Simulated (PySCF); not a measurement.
Compound: C8H16Si.
Numbering: `[CH3:1][CH2:2][C@@H:3]1[CH2:4][C@@H:5]([CH:6]2[CH2:7][CH2:8]2)[SiH2:9]1` (hydrogens: H10, H11, H12 on C1; H13, H14 on C2; H15 on C3; H16, H17 on C4; H18 on C5; H19 on C6; H20, H21 on C7; H22, H23 on C8; H24, H25 on Si9)

Torsions of this conformer, `[CH3:1][CH2:2][C@@H:3]1[CH2:4][C@@H:5]([CH:6]2[CH2:7][CH2:8]2)[SiH2:9]1`: C1–C2–C3–C4 -64°, C4–C5–C6–C7 154°.

The closed-shell ground state was solved at several levels (PySCF, density fitting, gas phase, non-relativistic). Geometry: PBE0-D3(BJ)/def2-SVP, one conformer, isolated molecule.

```
            level  basis functions  total energy (Eh)  HOMO (eV)  LUMO (eV)  gap (eV)  dipole (D)
wB97X-D/def2-SVPD              312          -603.5236      -9.32       1.98     11.30        0.51
     KT2/pcSseg-1              240          -611.9813      -6.38      -0.48      5.90        0.54
```

**Question.** Estimate the row for PBE0/pcSseg-1, a basis of 240 functions; the other rows only guide the guess.

**Answer.** Total energy -603.3673 Eh, HOMO -7.52 eV, LUMO 0.51 eV, gap 8.03 eV, dipole 0.51 D.

**Question.** Over all these levels, which gives the widest orbital gap and which the narrowest?

**Answer.** wB97X-D/def2-SVPD (range-separated hybrid) has the widest, 11.30 eV, and KT2/pcSseg-1 (GGA) the narrowest, 5.90 eV. Functional and basis both differ between the two, so the spread mixes both effects.

**Question.** How far do the dipole and the HOMO energy spread over the levels?

**Answer.** The dipole runs from 0.51 to 0.54 D (mean 0.52 D) and the HOMO from -9.32 to -6.38 eV.

The pairwise dispersion term of wB97X-D wasn't added to the energies; at a given geometry it leaves orbitals and properties as they are.
